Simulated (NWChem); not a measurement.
AlH3SeO2; SMILES [OH][Al]([OH])[SeH]

```xyz
7

Al     0.0706     0.9688     0.0000
O     -1.2370     2.0487     0.0000
H     -2.1732     1.8493     0.0000
O      1.6563     1.5691     0.0000
H      1.8782     2.5018     0.0000
Se    -0.1851    -1.3239     0.0000
H      1.2776    -1.4881     0.0000
```
Atoms are numbered in this order, from 1.

Structure relaxed at the PBE0/def2-SVP level.

Spin-orbit effects, on the heavy nuclei and on their neighbours, are missing.

Task: Give the principal values of the shielding tensors (ppm) of Al1, O2, O4, Se6 from PBE/pcSseg-1, GIAO (NWChem), with their diamagnetic and paramagnetic parts as GIAO splits them.

Result: 
| atom | σ11 | σ22 | σ33 | isotropic | diamagnetic | paramagnetic |
|---|---|---|---|---|---|---|
| Al1 | 367.6 | 410.1 | 463.6 | 413.8 | 797.1 | -383.3 |
| O2 | 231.8 | 277.9 | 340.1 | 283.3 | 388.3 | -105.1 |
| O4 | 264.5 | 280.4 | 359.5 | 301.5 | 387.8 | -86.3 |
| Se6 | 2143.7 | 2195.7 | 2641.6 | 2327.0 | 3001.1 | -674.1 |
